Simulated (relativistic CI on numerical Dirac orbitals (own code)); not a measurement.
**Calculated levels, Si XIII**

Method of calculation: Dirac-Coulomb-Breit CI, orbitals from a KLI potential per configuration, QED by a radiative potential, unscaled Slater integrals (own radial code, finite nucleus).

CI space: 1s2, 1s.2s, 1s.2p, 1s.3s, 1s.3p, 1s.3d, 1s.4s, 1s.4p, 1s.4d, 1s.4f, 1s.5s, 1s.5p, 1s.5d, 1s.5f, 1s.5g, 1s.6s, 1s.6p, 1s.6d. Levels of other configurations are missing.

```csv
No.,Configuration,Term,J,E (eV),%,Landé g,Lifetime (s),jj configuration (%)
1,1s2,1S,0,0.00,100,,,closed (100)
2,1s.2s,3S,1,1838.22,100,1.998,3.03e-06,1s 2s (100)
3,1s.2p,3P°,0,1852.38,100,,6.46e-09,1s 2p1/2 (100)
4,1s.2p,3P°,1,1852.60,100,1.496,6.68e-12,1s 2p1/2 (72)
5,1s.2p,3P°,2,1853.49,100,1.498,4.30e-09,1s 2p3/2 (100)
6,1s.2s,1S,0,1853.52,100,,,1s 2s (100)
7,1s.2p,1P°,1,1864.26,100,1.001,2.59e-14,1s 2p3/2 (72)
8,1s.3s,3S,1,2174.25,100,1.999,4.48e-12,1s 3s (100)
9,1s.3p,3P°,0,2178.14,100,,1.58e-12,1s 3p1/2 (100)
10,1s.3p,3P°,1,2178.21,100,1.497,1.48e-12,1s 3p1/2 (73)
11,1s.3s,1S,0,2178.37,100,,4.51e-12,1s 3s (100)
12,1s.3p,3P°,2,2178.47,100,1.499,1.59e-12,1s 3p3/2 (100)
13,1s.3d,3D,1,2180.58,100,0.500,5.28e-13,1s 3d3/2 (100)
14,1s.3d,3D,2,2180.59,87,1.143,5.30e-13,1s 3d3/2 (90)
15,1s.3d,3D,3,2180.69,100,1.333,5.29e-13,1s 3d5/2 (100)
16,1s.3d,1D,2,2180.81,87,1.022,5.43e-13,1s 3d5/2 (90)
17,1s.3p,1P°,1,2181.50,100,1.002,8.48e-14,1s 3p3/2 (73)
18,1s.4s,3S,1,2289.87,100,1.999,6.71e-12,1s 4s (100)
19,1s.4p,3P°,0,2291.47,100,,2.70e-12,1s 4p1/2 (100)
20,1s.4p,3P°,1,2291.50,100,1.497,2.57e-12,1s 4p1/2 (73)
21,1s.4s,1S,0,2291.57,100,,6.09e-12,1s 4s (100)
22,1s.4p,3P°,2,2291.61,100,1.499,2.72e-12,1s 4p3/2 (100)
23,1s.4d,3D,1,2292.48,100,0.500,1.22e-12,1s 4d3/2 (100)
24,1s.4d,3D,2,2292.48,90,1.149,1.23e-12,1s 4d3/2 (87)
25,1s.4d,3D,3,2292.52,100,1.333,1.23e-12,1s 4d5/2 (100)
26,1s.4f,3F°,3,2292.57,58,1.047,2.53e-12,1s 4f5/2 (100)
27,1s.4f,3F°,2,2292.57,100,0.667,2.53e-12,1s 4f5/2 (100)
28,1s.4d,1D,2,2292.59,90,1.017,1.26e-12,1s 4d5/2 (87)
29,1s.4f,3F°,4,2292.60,100,1.249,2.53e-12,1s 4f7/2 (100)
30,1s.4f,1F°,3,2292.60,58,1.036,2.54e-12,1s 4f7/2 (100)
```

Energies count from the lowest computed level; ° marks odd parity; lifetimes are radiative, by E1, M1, E2, M2 decay to levels of this space only; some are left blank where a channel outside the calculation adds to the decay or the decay crosses a small, uncertain gap. Filled j subshells are mostly left out of the jj labels.

The mean weight of the leading LS term, summed over parents, in these 30 levels is 96 %, and that of the leading jj configuration (from the same eigenvectors) 94 %.

At this charge energies of transitions that change n are usually good to better than 1 %, and those within a shell (Δn = 0) to a few per cent.

LS names give the leading component of a level, which can be under half, so a name can repeat, a term be missing and a line seem to break the LS rules.
